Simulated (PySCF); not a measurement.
## Computed vibrations of Sm(OH)3

Sm(OH)3 (singlet in the valence; each metal's 4f electrons, 5 of them, lie in its core potential, out of spins and levels). PySCF 2.14.0, RKS PBE0, Sm lcecp-1-SVP with ECP51, O def2-SVP, H def2-SVP; non-relativistic Hamiltonian with scalar-relativistic core potentials where named; density fitting; no spin-orbit coupling. Central differences of gradients.

```xyz
7

Sm    0.0000    0.0000   -0.0391
O     2.0904    0.0000    0.1097
H     3.0397    0.0000    0.2261
O    -1.0452    1.8103    0.1097
H    -1.5198    2.6325    0.2261
O    -1.0452   -1.8103    0.1097
H    -1.5199   -2.6325    0.2261
```

Run from Python with OMP_NUM_THREADS=2. Where DIIS fails, smearing, a level shift and second-order steps follow.
It took 100 s on 2 threads of Intel(R) Xeon(R) Processor @ 2.50GHz (Skylake/Cascade Lake) (shared host).

Q: What are the harmonic wavenumbers and infrared intensities?

A: Modes are labelled in C3v; negative numbers are unstable modes, those under 60 cm⁻¹ near the noise; a finer grid moves soft modes by up to 10 cm⁻¹.
```tsv
cm⁻¹	km/mol	symmetry
38	12.9	a1
115	2.2	e
115	2.2	e
297	0.0	a2
372	276.4	e
372	276.4	e
487	3.3	e
487	3.3	e
502	534.4	a1
582	209.8	e
582	209.8	e
606	3.8	a1
4007	166.1	e
4007	166.1	e
4008	3.5	a1
```

Q: Is this a minimum?

A: Yes, within the noise of the softest modes. Ideal gas at 298.15 K and 1 bar: S = 370.3 J/(mol K), Cp = 106.7 J/(mol K), H − H(0 K) = 21.9 kJ/mol (rigid rotor, harmonic modes, spin degeneracy alone, that of the 4f electrons in the core included; the modes under 60 cm⁻¹ make these uncertain).

An lcecp potential fixes the number of 4f electrons, so in runs with it no electron can move into or out of that shell.
